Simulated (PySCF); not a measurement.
Gas-phase reaction: 3 HfCl₃OH + 2 OH → HfO₂ + HOCl + 2 HfCl₄.H₂O

Computed with PySCF and rigid-rotor harmonic-oscillator thermochemistry at 1 bar. † marks an energy on the PBE0/def2-TZVP geometry and frequencies; other levels use their own. MP2 freezes the core. Open shells (unrestricted): OH (multiplicity 2, electronic degeneracy 4); the rest are closed-shell singlets. Spin-orbit splitting is ignored; it lowers the true energy and changes the entropy of OH. Hf: scalar-relativistic def2 core potential, no spin-orbit coupling. Adducts (HfCl₄.H₂O) have no counterpoise correction, and HF, PBE, BLYP, B3LYP and PBE0 lack dispersion. HfCl₃OH, HfCl₄.H₂O: computed as isolated molecules; such fragments, hydroxides, amides, oligomers or adducts are transient or little studied in the gas. MP2 isn't extrapolated to the basis-set limit; its ΔH°(298 K) is 287.3 kJ in def2-SVP and 269.5 kJ in def2-TZVPP. The harmonic model lacks anharmonicity and excited electronic states, which grow with temperature; levels with a mode under 35 cm⁻¹ are left out. Soft modes under 120 cm⁻¹ make the harmonic entropy rough for HfCl₃OH, HfCl₄.H₂O.

| level | ΔE electronic, kJ | ΔH°(298 K), kJ | ΔS°(298 K), J/K | ΔG°(1000 K), kJ |
|---|---|---|---|---|
| MP2/def2-TZVPP† | 245 | 270 | -130 | 408 |
| PBE0/def2-QZVP† | 332 | 356 | -130 | 495 |
| PBE0/def2-TZVP | 333 | 357 | -130 | 495 |
| r2SCAN/def2-TZVP† | 323 | 348 | -130 | 486 |
| LDA/def2-TZVP† | 139 | 164 | -130 | 302 |
ΔH° is lowest at LDA/def2-TZVP† and highest at PBE0/def2-TZVP. No reference value is set beside these.
